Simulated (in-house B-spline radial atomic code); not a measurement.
Successive ionisation energies of ruthenium; each step leads to the configuration of the next row (after the last: [Ar] 3d4). NIST's values go from ground level to ground level; the uncertainty of those that are theory runs from under 0.1 % in few-electron ions to several per cent in heavy many-electron ones. Computed with an all-electron radial atomic-structure program (B-spline basis): non-relativistic Hartree-Fock, average of the configuration, point nuclei.

This level leaves out relativity, spin-orbit splitting included, which matters for heavy ions.

```json
{"ion": "Ru10+", "configuration": "[Ar] 3d10 4s2 4p4", "ionisation energy (eV)": "221.0", "tabulated value (eV)": "219.9", "tabulated kind": "tabulated theory", "computed minus tabulated (eV)": "1.1", "highest orbital": "4p", "largest mean radius (bohr)": "1.0093"}
{"ion": "Ru11+", "configuration": "[Ar] 3d10 4s2 4p3", "ionisation energy (eV)": "243.5", "tabulated value (eV)": "245", "tabulated kind": "tabulated theory", "computed minus tabulated (eV)": "-1.5", "highest orbital": "4p", "largest mean radius (bohr)": "0.99287"}
{"ion": "Ru12+", "configuration": "[Ar] 3d10 4s2 4p2", "ionisation energy (eV)": "266.6", "tabulated value (eV)": "271", "tabulated kind": "tabulated theory", "computed minus tabulated (eV)": "-4.4", "highest orbital": "4p", "largest mean radius (bohr)": "0.97722"}
{"ion": "Ru13+", "configuration": "[Ar] 3d10 4s2 4p1", "ionisation energy (eV)": "290.2", "tabulated value (eV)": "295.9", "tabulated kind": "semi-empirical", "computed minus tabulated (eV)": "-5.7", "highest orbital": "4p", "largest mean radius (bohr)": "0.96228"}
{"ion": "Ru14+", "configuration": "[Ar] 3d10 4s2", "ionisation energy (eV)": "341.1", "tabulated value (eV)": "348", "tabulated kind": "tabulated theory", "computed minus tabulated (eV)": "-6.9", "highest orbital": "4s", "largest mean radius (bohr)": "0.92031"}
{"ion": "Ru15+", "configuration": "[Ar] 3d10 4s1", "ionisation energy (eV)": "?", "tabulated value (eV)": "?", "tabulated kind": "measured", "computed minus tabulated (eV)": "?", "highest orbital": "?", "largest mean radius (bohr)": "?"}
{"ion": "Ru16+", "configuration": "[Ar] 3d10", "ionisation energy (eV)": "674.2", "tabulated value (eV)": "670", "tabulated kind": "tabulated theory", "computed minus tabulated (eV)": "4.2", "highest orbital": "3d", "largest mean radius (bohr)": "0.40803"}
{"ion": "Ru17+", "configuration": "[Ar] 3d9", "ionisation energy (eV)": "?", "tabulated value (eV)": "?", "tabulated kind": "tabulated theory", "computed minus tabulated (eV)": "?", "highest orbital": "?", "largest mean radius (bohr)": "?"}
{"ion": "Ru18+", "configuration": "[Ar] 3d8", "ionisation energy (eV)": "791.5", "tabulated value (eV)": "784", "tabulated kind": "tabulated theory", "computed minus tabulated (eV)": "7.5", "highest orbital": "3d", "largest mean radius (bohr)": "0.4008"}
{"ion": "Ru19+", "configuration": "[Ar] 3d7", "ionisation energy (eV)": "?", "tabulated value (eV)": "?", "tabulated kind": "tabulated theory", "computed minus tabulated (eV)": "?", "highest orbital": "?", "largest mean radius (bohr)": "?"}
{"ion": "Ru20+", "configuration": "[Ar] 3d6", "ionisation energy (eV)": "915.2", "tabulated value (eV)": "905", "tabulated kind": "tabulated theory", "computed minus tabulated (eV)": "10.2", "highest orbital": "3d", "largest mean radius (bohr)": "0.39363"}
{"ion": "Ru21+", "configuration": "[Ar] 3d5", "ionisation energy (eV)": "979.4", "tabulated value (eV)": "981", "tabulated kind": "tabulated theory", "computed minus tabulated (eV)": "-1.6", "highest orbital": "3d", "largest mean radius (bohr)": "0.39008"}
```

(1) Fill in the row of Ru15+.

(2) Fill in the row of Ru17+.

(3) Fill in the row of Ru19+.

(4) Where is the largest jump?

Results:

(1) ionisation energy (eV): 367.5; tabulated value (eV): 376.25; computed minus tabulated (eV): -8.7; highest orbital: 4s; largest mean radius (bohr): 0.90778.

(2) ionisation energy (eV): 732.0; tabulated value (eV): 723; computed minus tabulated (eV): 9.0; highest orbital: 3d; largest mean radius (bohr): 0.40441.

(3) ionisation energy (eV): 852.5; tabulated value (eV): 845; computed minus tabulated (eV): 7.5; highest orbital: 3d; largest mean radius (bohr): 0.39721.

(4) From Ru15+ to Ru16+, by a factor of 1.83 (367.53 to 674.21 eV); the highest orbital goes from 4s to 3d.
